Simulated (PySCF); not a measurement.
C₅H₅Cl. Atoms are numbered in the order given.

```xyz
11

Cl    -0.0011    -2.0193     0.0000
C     -0.0423    -0.3002     0.0000
C     -1.1420     0.4818     0.0000
C     -0.6864     1.9051     0.0000
C      0.8072     1.8120     0.0000
C      1.1733     0.5147     0.0000
H     -2.1781     0.1475     0.0000
H     -1.0600     2.4599     0.8813
H     -1.0600     2.4599    -0.8813
H      1.4741     2.6749     0.0000
H      2.1834     0.1050     0.0000
```
Charge 0, spin multiplicity 1.

The structure is a stationary point at PBE0-D3(BJ)/def2-SVP. Other conformers were not sampled.

Method: PBE/def2-TZVP (PySCF).

Gas-phase values at a fixed geometry.

Computed frontier levels, gap, dipole moment and polarisability:
- highest occupied level = -5.49 eV
- lowest empty level = -1.76 eV
- orbital gap = 3.73 eV
- dipole moment = 1.97 D
- quadrupole, principal values (traceless, Buckingham form, about the centre of nuclear charge) = -4.65, 0.90, 3.75 D·Å
- mean static polarisability = 68.9 bohr³ (10.22 Å³)
- polarisability, principal values = 43.8, 69.4, 93.6 bohr³
